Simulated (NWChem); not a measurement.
Everything below was run with NWChem. System: H5BN2, charge 0, spin multiplicity 1, at a geometry optimised with PBE0/def2-SVP. The structure started from a generated list of species. Level: G0W0@PBE0/def2-SVPD, RI basis def2-svpd-rifit.

Job file:

```
start mol
memory heap 200 mb stack 700 mb global 1700 mb
geometry units angstroms nocenter noautoz
  B      0.000000     0.000000     0.493211
  H      0.000000     0.000000     1.706812
  N      1.243095     0.000000    -0.175939
  H      2.117778     0.000000     0.325975
  H      1.352224     0.000000    -1.180840
  N     -1.243095     0.000000    -0.175939
  H     -1.352224     0.000000    -1.180840
  H     -2.117778     0.000000     0.325975
  symmetry group C2v
end
basis spherical
  * library def2-svpd
end
basis "ri basis" bse spherical
  * library def2-svpd-rifit
end
dft
  xc pbe0
  iterations 100
  direct
  tolerances tight
end
task dft energy
gw
  states alpha occ 4 vir 2
end
task dft gw
```

Output (cleaned and shortened):

```
             Northwest Computational Chemistry Package (NWChem) 7.3.0
             --------------------------------------------------------

                                NWChem Input Module
                                -------------------

 Scaling coordinates for geometry "geometry" by  1.889725989
 (inverse scale =  0.529177249)

 Turning off AUTOSYM since
 SYMMETRY directive was detected!

                             Geometry "geometry" -> ""
                             -------------------------

 Output coordinates in angstroms (scale by  1.889725989 to convert to a.u.)

  No.       Tag          Charge          X              Y              Z
 ---- ---------------- ---------- -------------- -------------- --------------
    1 B                    5.0000     0.00000000     0.00000000     0.49321100
    2 H                    1.0000     0.00000000     0.00000000     1.70681200
    3 N                    7.0000     1.24309500     0.00000000    -0.17593900
    4 H                    1.0000     2.11777800     0.00000000     0.32597500
    5 H                    1.0000     1.35222400     0.00000000    -1.18084000
    6 N                    7.0000    -1.24309500     0.00000000    -0.17593900
    7 H                    1.0000    -1.35222400     0.00000000    -1.18084000
    8 H                    1.0000    -2.11777800     0.00000000     0.32597500

 Effective nuclear repulsion energy (a.u.)      68.5768740276

            Nuclear Dipole moment (a.u.)
            ----------------------------
        X                 Y               Z
 ---------------- ---------------- ----------------
    -0.0000000000     0.0000000000    -0.0000170075

      Symmetry information
      --------------------

 Group name             C2v
 Group number             16
 Group order               4
 No. of unique centers     5

      Symmetry unique atoms

     1    2    3    4    5


 Summary of "ao basis" -> "" (spherical)
 ------------------------------------------------------------------------------
       Tag                 Description            Shells   Functions and Types
 ---------------- ------------------------------  ------  ---------------------
 *                         def2-svpd                  on all atoms

 new library libraries.bse/

 Summary of "ri basis" -> "" (spherical)
 ------------------------------------------------------------------------------
       Tag                 Description            Shells   Functions and Types
 ---------------- ------------------------------  ------  ---------------------
 *                      def2-svpd-rifit               on all atoms

                                 NWChem DFT Module
                                 -----------------

 Summary of "ao basis" -> "ao basis" (spherical)
 ------------------------------------------------------------------------------
       Tag                 Description            Shells   Functions and Types
 ---------------- ------------------------------  ------  ---------------------
 B                         def2-svpd                 8       20   4s2p2d
 H                         def2-svpd                 4        8   2s2p
 N                         def2-svpd                 8       20   4s2p2d

 Summary of "ao basis" -> "ao basis" (spherical)
 ------------------------------------------------------------------------------
       Tag                 Description            Shells   Functions and Types
 ---------------- ------------------------------  ------  ---------------------
[...]
    34      0.425798  3 N  py                70     -0.425798  6 N  py
    37     -0.306926  3 N  py                73      0.306926  6 N  py
    16     -0.057769  1 B  d -2              11     -0.044984  1 B  d -2
    63     -0.034567  5 H  py                91      0.034567  7 H  py
    55     -0.028651  4 H  py                99      0.028651  8 H  py

 Vector   13  Occ=0.000000D+00  E= 2.000600D-02  Symmetry=a1
              MO Center=  4.7D-13, -2.5D-16, -1.4D-01, r^2= 1.0D+01
   Bfn.  Coefficient  Atom+Function         Bfn.  Coefficient  Atom+Function
  ----- ------------  ---------------      ----- ------------  ---------------
     4      2.655957  1 B  s                 10     -1.214606  1 B  pz
     3     -0.876571  1 B  s                 22      0.801055  2 H  s
    32     -0.790256  3 N  s                 68     -0.790256  6 N  s
    58     -0.455145  5 H  s                 86     -0.455145  7 H  s
    20      0.393615  1 B  d  2              28     -0.382643  2 H  pz

 Vector   14  Occ=0.000000D+00  E= 5.458550D-02  Symmetry=b1
              MO Center= -4.1D-13, -8.6D-17,  4.7D-02, r^2= 1.0D+01
   Bfn.  Coefficient  Atom+Function         Bfn.  Coefficient  Atom+Function
  ----- ------------  ---------------      ----- ------------  ---------------
    32      7.457114  3 N  s                 68     -7.457114  6 N  s
    50     -2.438628  4 H  s                 94      2.438628  8 H  s
     8     -2.220487  1 B  px                58     -2.177574  5 H  s
    86      2.177574  7 H  s                 54      0.820129  4 H  px
    98      0.820129  8 H  px                19     -0.810891  1 B  d  1

 Vector   15  Occ=0.000000D+00  E= 6.566523D-02  Symmetry=b2
              MO Center=  2.8D-15,  1.1D-13,  6.1D-01, r^2= 3.2D+00
   Bfn.  Coefficient  Atom+Function         Bfn.  Coefficient  Atom+Function
  ----- ------------  ---------------      ----- ------------  ---------------
     9      0.618405  1 B  py                 6     -0.469681  1 B  py
    17      0.312084  1 B  d -1              34      0.212819  3 N  py
    70      0.212819  6 N  py                37     -0.198104  3 N  py
    73     -0.198104  6 N  py                63     -0.095840  5 H  py
    91     -0.095840  7 H  py                55     -0.051269  4 H  py

 center of mass
 --------------
 x =  -0.00000000 y =   0.00000000 z =   0.02143039

 moments of inertia (a.u.)
 ------------------
          33.925531255079           0.000000000000          -0.000000000000
           0.000000000000         233.916795969696           0.000000000000
          -0.000000000000           0.000000000000         199.991264714618

     Multipole analysis of the density
     ---------------------------------

     L   x y z        total         alpha         beta         nuclear
     -   - - -        -----         -----         ----         -------
     0   0 0 0     -0.000000    -12.000000    -12.000000     24.000000

     1   1 0 0     -0.000000     -0.000000     -0.000000     -0.000000
     1   0 1 0     -0.000000     -0.000000     -0.000000      0.000000
     1   0 0 1     -0.545628     -0.272805     -0.272805     -0.000017

     2   2 0 0    -10.457353    -66.402757    -66.402757    122.348161
     2   1 1 0      0.000000      0.000000      0.000000      0.000000
     2   1 0 1     -0.000000     -0.000000     -0.000000      0.000000
     2   0 2 0    -16.639855     -8.319928     -8.319928      0.000000
     2   0 1 1      0.000000      0.000000      0.000000      0.000000
     2   0 0 2    -13.311599    -20.161818    -20.161818     27.012037

 Task  times  cpu:        3.8s     wall:        3.8s

                                NWChem Input Module
                                -------------------

                                 NWChem GW Module
                                 ----------------

                             ***********************
                             ***        GW       ***
                             ***********************

 Summary of "ri basis" -> "ri basis" (spherical)
 ------------------------------------------------------------------------------
       Tag                 Description            Shells   Functions and Types
 ---------------- ------------------------------  ------  ---------------------
 B                      def2-svpd-rifit             20       64   7s6p5d2f
 H                      def2-svpd-rifit              9       23   4s3p2d
 N                      def2-svpd-rifit             20       64   7s6p5d2f

                 Memory Information
                 ------------------
          Available GA per process is          1699.9 MBs
          Available stack per process is        700.0 MBs
          Available heap per process is           0.0 MBs

          Peak memory in Initialization
              Peak GA per process is                  4.1 MBs
              Peak stack per process is               0.1 MBs
              Peak heap per process is                4.2 MBs
              Memory not in MA per process            0.0 MBs

          Peak memory in AFF Calculation
              Peak GA per process is                 14.2 MBs
              Peak stack per process is               8.5 MBs
              Peak heap per process is                0.0 MBs
              Memory not in MA per process            8.5 MBs

          Computing 2-center integrals
          Computing Inverse Cholesky factor
          Computing 3-center integrals
          Computing V_xc ...

          Computing Sigma_x
          Computing RPA polarizability
          Solving quasiparticle equations

                  Alpha Orbitals
          State     Energy (eV)     Error (eV)
          -----------------------------------
@GW         9        -14.256           0.002
@GW        10        -11.829           0.002
@GW        11        -10.830           0.004
@GW        12         -8.843           0.004
@GW        13          1.885           0.003
@GW        14          3.030           0.003

   Applying  -1.8787 eV scissor-shift to rest of particle states

   Applying   1.3410 eV scissor-shift to rest of hole states

     GW Timing Statistics
   ------------------------
   Init.   :          0.0s
     ERIs  :          0.7s
     Distr.:          0.0s
     Vxc   :          0.6s
   Sigma_x :          0.0s
   RPA     :          0.2s
   Wmn     :          0.0s
   Sigma_c :          0.0s
   GW total:          1.6s

 Task  times  cpu:        1.6s     wall:        1.6s

 Total times  cpu:        5.5s     wall:        5.5s
```
